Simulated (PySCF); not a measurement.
Si(H)(Cl)(Me)(OMe) (C2H7ClOSi), SMILES O([SiH](C)Cl)C.

Geometry optimised at B3LYP-D3(BJ)/def2-SVP. The values are those of a single conformer.

Two levels are set side by side: PBE/def2-TZVP (PySCF) and CAM-B3LYP/def2-TZVP (PySCF). Same geometry, gas phase. Differences are taken from unrounded values.

```tsv
quantity	CAM-B3LYP	PBE	PBE minus CAM-B3LYP
orbital gap (eV)	11.69	6.90	-4.79
highest occupied level (eV)	-9.83	-6.86	2.97
lowest empty level (eV)	1.86	0.05	-1.82
dipole moment (D)	1.35	1.29	-0.06
mean polarisability (bohr³)	63.6	66.8	3.2
```

PBE's occupied levels lie high since its potential decays too fast outside the molecule; exact exchange lowers them and widens the gap. Loosely held outer electrons make PBE densities more polarisable. Differences between two approximate levels are no errors against the true value.

Rough cost on one machine, each run with all the roots and properties that it gave: CAM-B3LYP against PBE within a factor of 2.
